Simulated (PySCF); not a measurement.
# Static response to an electric field

Species: C4H5Cl2F.
Structure used (GFN2-xTB), in Å, numbered top down from 1:
```
atom  x, y, z in Å
F1     2.132    0.756   -1.052
C2     1.987   -0.002    0.077
C3     0.552   -0.257    0.403
C4    -0.466    0.195   -0.313
C5    -1.882   -0.072    0.032
Cl6   -2.681   -0.948   -1.305
Cl7   -2.742    1.469    0.312
H8     2.479    0.543    0.893
H9     2.518   -0.945   -0.100
H10    0.399   -0.854    1.291
H11   -0.297    0.791   -1.198
H12   -1.997   -0.677    0.933
```

Level: PBE0/def2-SVPD (PySCF), static field, nuclei fixed, core orbitals frozen in the response. The polarisability tensor in these axes (au):

```
x   100.19  -5.00   8.42
y    -5.00  72.96   4.20
z     8.42   4.20  69.97
```

Q: What are the eigenvalues, a third of the trace, and Δα (Δα² = ½Σ(αi − αj)² over the three pairs)?

A: Principal values 64.34, 75.91 and 102.87 au; mean 81.04 au = 12.01 Å³ = 13.36 × 10⁻⁴⁰ C²·m²/J; Δα = 34.25 au (42 % of the mean).

Q: What is the dipole moment, and where does it point?

A: (1.95, -1.48, 2.29) D, 3.35 D in size, pointing from the negative to the positive side. Measured along this direction, the outermost atoms are Cl6 and Cl7 at the negative end and H9 and H8 at the positive end.

Q: What would n − 1 = 2πNα be for an ideal gas of these molecules at 273.15 K and 1 atm, electronic part alone?

A: N = p/kT = 2.6868 × 10¹⁹ cm⁻³, so n − 1 = 2π × N × 12.01 × 10⁻²⁴ cm³ = 2027 × 10⁻⁶ at long wavelengths, for an ideal gas.

Q: What depolarisation ratio follows for Rayleigh scattering of linearly polarised light, taking the static tensor?

A: ρ = 3Δα²/(45ᾱ² + 4Δα²) = 3518.2/(295541 + 4690.9) = 0.0117.

Q: Estimate the molar refractivity from the static electronic polarisability.

A: Lorentz–Lorenz: R = (4π/3)N_A α = 2.5225 cm³/(mol·Å³) × 12.01 Å³ = 30.3 cm³/mol, in the limit of long wavelengths.

Q: Orientational against electronic polarisability at 500 K (dilute gas, rigid molecules)?

A: In Gaussian units μ²/3kT = 54.28 Å³ against 12.01 Å³, a ratio of 4.52; the Debye molar polarisation (4π/3)N_A(α + μ²/3kT) is 167.2 cm³/mol, leaving out the vibrational part.

Q: Find the Langevin capture rate constant for NH4+ (18.034 u) meeting this molecule (141.975 u), k = 2.342 × 10⁻⁹ cm³/s × √(α in Å³ / reduced mass in u).

A: The reduced mass is 16.00 u, so k = 2.03 × 10⁻⁹ cm³/s. The formula leaves out the permanent dipole, which adds to the capture rate.

Geometry: GFN2-xTB, one conformer, isolated molecule.
